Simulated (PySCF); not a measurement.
# Exercise with solution: chemical shift, span and skew from a shielding tensor

Ge(H)2(Cl)(NH2) (ClGeH₄N), SMILES [NH2][GeH2][Cl]. Atoms are numbered in the order given.

```xyz
7

Ge    -0.4017    -0.3939     0.0000
N      0.9492    -1.6051     0.0000
Cl     0.3267     1.6579     0.0000
H     -1.2095    -0.5593    -1.2871
H     -1.2095    -0.5593     1.2871
H      1.5379    -1.6125     0.8291
H      1.5379    -1.6125    -0.8291
```

Coordinates come from a ωB97X-D3(BJ)/def2-SVP optimisation. One conformer was computed; it need not be the lowest.

GIAO shieldings from PySCF with B3LYP/pcSseg-1, non-relativistic, no solvent. The symmetric part of the tensor of N2 has the principal values 207.5, 223.6, 243.8 ppm. The same nucleus in NH3 has σ = 265.5 ppm at this level (PySCF, at its B3LYP-D3(BJ)/def2-TZVP geometry). Without spin–orbit terms, shifts of atoms bonded to Cl or Br come out too high.

Problem. Work out the isotropic shielding, the ¹⁵N shift against NH3, the span and the skew.

Solution. 
σ(iso) = (σ11 + σ22 + σ33)/3 = 225.0 ppm. δ = σ(ref) − σ(iso) = 265.5 − (225.0) = 40.5 ppm.
Span Ω = σ33 − σ11 = 36.3 ppm. Skew κ = 3(σ(iso) − σ22)/Ω = 0.11. Tumbling in solution averages the tensor to δ; in a static solid the shielding alone would spread this spin-1/2 line over Ω.
